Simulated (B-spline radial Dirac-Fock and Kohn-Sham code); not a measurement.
# The Te-like isoelectronic sequence (52 electrons), Z = 52 to 63

Model: multi-electron Dirac-Fock with separately optimised hole states, Breit and Lamb-shift corrections added in first order. Program: a radial B-spline solver. Binding energies in eV, tabulated ground configurations. Electron correlation is not included.

```tsv
ion	configuration	2s	3s	3p3/2	4d3/2	outermost level	NIST ionisation energy
Te	[Kr] 4d10 5s2 5p4	4955.0	1019.2	830.8	49.43	8.92 (5p)	9.009808
I⁺	[Kr] 4d10 5s2 5p4	5213.9	1094.7	896.6	69.01	19.01 (5p)	19.13126
Xe²⁺	[Kr] 4d10 5s2 5p4	5482.1	1174.5	966.3	91.06	30.84 (5p)	31.05 ± 0.04
Cs³⁺	[Kr] 4d10 5s2 5p4	5759.6	1258.4	1039.7	115.4	44.23 (5p)	43 ± 1.7
Ba⁴⁺	[Kr] 4d10 5s2 5p4	6046.4	1346.4	1116.7	141.8	59.08 (5p)	58 ± 1.9
La⁵⁺	[Kr] 4d10 5s2 5p4	?	?	?	?	?	?
Ce⁶⁺	[Kr] 4d10 5s2 5p4	6647.7	1534.3	1281.0	200.8	92.92 (5p)	91 ± 2
Pr⁷⁺	[Kr] 4d10 4f1 5s2 5p3	6953.5	1623.5	1357.6	226.0	105.7 (4f)	–
Nd⁸⁺	[Kr] 4d10 4f2 5s2 5p2	7267.6	1715.4	1436.3	252.3	125.5 (4f)	–
Pm⁹⁺	[Kr] 4d10 4f3 5s2 5p1	7590.1	1810.0	1517.2	279.6	144.5 (5p)	155 ± 8
Sm¹⁰⁺	[Kr] 4d10 4f4 5s2	7921.0	1907.4	1600.1	308.1	168.0 (4f)	179 ± 9
Eu¹¹⁺	[Kr] 4d10 4f4 5s2	8270.6	2019.2	1696.9	345.9	198.8 (4f)	213 ± 11
```

Q: Fill in the row of La⁵⁺.

A: 2s 6342.4, 3s 1438.4, 3p3/2 1197.1, 4d3/2 170.3, outermost 75.33 (5p), NIST 74 ± 2 eV.

NIST's values are for the lowest levels; a dash marks a value that is missing or belongs to another shell. Their kind here: measured, semi-empirical, theoretical. Where a p, d or f shell is open in either ion the computed value averages over both j values and all terms, while the table refers to the lowest levels; that difference holds spin-orbit splitting (largest in heavy or highly charged ions), term energies where several electrons share open shells, and correlation, and it can reach 10 % or more.
